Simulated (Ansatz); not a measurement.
Species: C₁₀H₈SSi, SMILES `c1c(sc2cccc(c12)[SiH3])C#C` (charge 0, multiplicity 1), formula C10H8SSi.

Task: How many basis functions does frozen-core CCSD(T)/cc-pVDZ // PBE-D3(BJ)/def2-SVP (Ansatz, a program for electronic structure) use, how many core orbitals are frozen, and how many electrons are correlated?

Result: 216 basis functions and 20 frozen orbitals, which leaves 58 correlated electrons. Core time is of the order of minutes.
